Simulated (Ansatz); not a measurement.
`FC[O][SnH3]` + CH₃OH → `C[O][SnH3]` + `OCF` at 400 K and 1 bar (ligand exchange at the Sn–O bond).

Program: Ansatz. Geometries: PBE0-D4/def2-TZVP. ΔE: electronic, gas phase. CCSD(T)/CBS adds triple-zeta CCSD(T) − MP2 to the extrapolated MP2 energy (def2 sets, frozen cores). This one scheme is used for every species. Elements past krypton have def2 core potentials. For Sn outer-core shells are correlated without core-valence functions, which leaves a few kJ/mol of doubt a bond. Each species was taken in one conformer, which may not be the lowest.

```csv
species,CCSD(T)/CBS energy (Eh),H − E (kJ/mol),S (J/(mol·K))
`FC[O][SnH3]`,-430.03212,173.6,370.5
CH₃OH,-115.61712,151.2,252.6
`C[O][SnH3]`,-330.83288,188.9,352.3
`OCF`,-214.81254,136.0,272.5
```

H − E and S are ideal-gas, rigid-rotor, harmonic terms from PBE0-D4/def2-TZVP, for one conformer and one mirror image of each species. 1 Eh = 2625.50 kJ/mol, R = 8.31446 J/(mol·K).

Question: By hand: ΔE, ΔH, ΔS and ΔG.

Answer: ΔE = (-330.83288) + (-214.81254) − (-430.03212) − (-115.61712) = 0.00382 Eh = 10.0 kJ/mol. Δ(H − E) = 188.9 + 136.0 − 173.6 − 151.2 = 0.1, so ΔH = 10.1 kJ/mol. ΔS = 352.3 + 272.5 − 370.5 − 252.6 = 1.7 J/(mol·K). ΔG = 10.1 − 400 × (1.7)/1000 = 9.4 kJ/mol.

Question: By hand: the equilibrium constant, and the temperature at which ΔG would vanish if ΔH and ΔS stayed fixed.

Answer: log₁₀ K = −ΔG/(RT ln 10) = -1.2. ΔG = 0 at ΔH/ΔS = 5941 K, far beyond where these terms or the molecules hold.

The number of gas molecules stays the same, so ΔS is small and ΔH decides. A doubt of 5 kJ/mol in ΔE shifts log₁₀ K by 0.7 here. Other conformers and mirror images would add mixing entropy, several J/(mol·K) or more a flexible species. These are equilibria of isolated gas molecules and say nothing of rates. Largest T1 diagnostic: 0.013 (customary marks: 0.02 for closed shells, 0.045 for open ones).
